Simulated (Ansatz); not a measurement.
Input file for CH₉BClNSi₂, SMILES `BN([SiH2]C)[SiH2]Cl`:

```yaml
crystal:
  periodic: [false, false, false]
  atoms:
    - {symbol: B, position_ang: [-1.285967, -1.423039, 0.027580]}
    - {symbol: N, position_ang: [-0.505238, -0.356773, 0.521673]}
    - {symbol: Si, position_ang: [1.195187, -0.266769, 0.045826]}
    - {symbol: C, position_ang: [1.359480, 0.280096, -1.722097]}
    - {symbol: Si, position_ang: [-1.208805, 0.878412, 1.511406]}
    - {symbol: Cl, position_ang: [-1.119203, 2.683746, 0.523733]}
    - {symbol: H, position_ang: [-2.454027, -1.490192, 0.286165]}
    - {symbol: H, position_ang: [-0.764730, -2.263213, -0.654297]}
    - {symbol: H, position_ang: [1.807230, -1.602103, 0.258050]}
    - {symbol: H, position_ang: [1.832422, 0.716075, 0.963619]}
    - {symbol: H, position_ang: [0.904682, 1.263569, -1.860235]}
    - {symbol: H, position_ang: [2.412124, 0.343128, -2.009577]}
    - {symbol: H, position_ang: [0.864683, -0.426964, -2.392057]}
    - {symbol: H, position_ang: [-0.433537, 1.054768, 2.758738]}
    - {symbol: H, position_ang: [-2.626201, 0.558658, 1.770872]}
basis:
  gaussian: {orbitals: def2-SVP}
correlation: {method: ccsd_t}
```

```sh
$ ansatz run in.yaml --threads 4 --pin off --events-out ev --progress --plain --max-ram 11315MiB
```

Output of Ansatz, abridged:

```
Functional definition: HF
1386 factors; integrals over basis functions are off by at most 1.2e-3 eV
mean field evaluation 1: about -31543.4522 eV, gradient 3.6e1 eV
mean field evaluation 2: about -31543.4967 eV, gradient 3.6e1 eV
mean field evaluation 4: about -31547.0242 eV, gradient 4.4e0 eV
mean field evaluation 8: about -31547.0850 eV, gradient 1.1e-4 eV
mean field -31547.08496360 eV, -1159.3339890303 hartree, gradient 3.4e-6 eV, S^2 0.000000; 0 other end points of the search recorded, 0 dependent functions left out
18 core orbitals not correlated: weight in the atoms' cores, before any rotation towards them, 1.000 or more for the frozen orbitals, at most 0.000 for the correlated occupied ones
reference -31547.08496360 eV, -1159.3339890303 hartree; 18, 18 occupied and 105, 105 virtual orbitals, 1386 factors
second order -19.73067509 eV of doubles, -0.00000000 eV of singles
cycle   1  -21.16923963 eV  change    -1.4e0 eV  update   1.0e-1
cycle   2  -21.79051261 eV  change   -6.2e-1 eV  update   3.1e-2
cycle   3  -21.88824286 eV  change   -9.8e-2 eV  update   1.4e-2
cycle   4  -21.88220802 eV  change    6.0e-3 eV  update   4.3e-3
cycle   5  -21.88190339 eV  change    3.0e-4 eV  update   1.8e-3
cycle   6  -21.88166698 eV  change    2.4e-4 eV  update   5.6e-4
cycle   7  -21.88164439 eV  change    2.3e-5 eV  update   1.8e-4
cycle   8  -21.88169320 eV  change   -4.9e-5 eV  update   5.7e-5
cycle   9  -21.88169227 eV  change    9.3e-7 eV  update   1.7e-5
perturbative correction -0.59820026 eV, -0.0219834540 hartree
Total energy: -31569.56485613 eV, -1160.1601098431 hartree
```

Run time 17 s (4 threads of an Arm Neoverse V2 on a shared host); peak host memory 0.98 GiB.

The correlation energy is -22.480 eV, 2.7 % of it from (T); the T1 diagnostic reads 0.0115.
